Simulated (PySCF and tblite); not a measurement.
Values are calculated unless marked as measured or tabulated.
Stationary points of C$_{5}$H$_{4}$OS at GFN2-xTB, in Å:

Structure A

```
 1 O    -2.613    0.369    1.568
 2 C    -2.059   -0.056    0.584
 3 C    -0.649    0.047    0.297
 4 C     0.024   -0.424   -0.807
 5 C     1.398   -0.152   -0.764
 6 C     1.757    0.521    0.368
 7 S     0.434    0.837    1.402
 8 H    -2.622   -0.584   -0.214
 9 H    -0.463   -0.945   -1.613
10 H     2.093   -0.439   -1.533
11 H     2.738    0.851    0.650
```

Structure B

```
 1 O    -2.608   -0.751    1.350
 2 C    -2.095   -0.009    0.564
 3 C    -0.648    0.065    0.272
 4 C     0.055   -0.597   -0.688
 5 C     1.430   -0.265   -0.687
 6 C     1.744    0.645    0.267
 7 S     0.374    1.115    1.195
 8 H    -2.702    0.710   -0.029
 9 H    -0.391   -1.301   -1.367
10 H     2.143   -0.689   -1.370
11 H     2.699    1.075    0.493
```

Structure C

```
 1 O    -2.823   -0.822    0.098
 2 C    -2.080    0.024    0.531
 3 C    -0.666    0.108    0.242
 4 C     0.087   -0.730   -0.549
 5 C     1.436   -0.352   -0.612
 6 C     1.699    0.765    0.126
 7 S     0.311    1.377    0.913
 8 H    -2.444    0.824    1.205
 9 H    -0.339   -1.578   -1.053
10 H     2.183   -0.879   -1.177
11 H     2.640    1.266    0.252
```

The path came from a restrained scan, a climbing-image band and a saddle search at GFN2-xTB; energies are PBE0/pcSseg-1 + D3(BJ)//GFN2-xTB, thermal terms GFN2-xTB.

Problem. Which structure is a saddle point, and along which motion?

Solution. B: one imaginary mode (173i cm⁻¹ at GFN2-xTB, mostly on O1, H8, C2), along the rotation about the C3–C2 bond (torsion C4–C3–C2–O1 from 0° to 180°, rising).

Problem. Give their symmetry and energies above the lowest.

Solution. A Cs, 0.0 kcal/mol; B C1, 11.8 kcal/mol; C Cs, 1.2 kcal/mol.
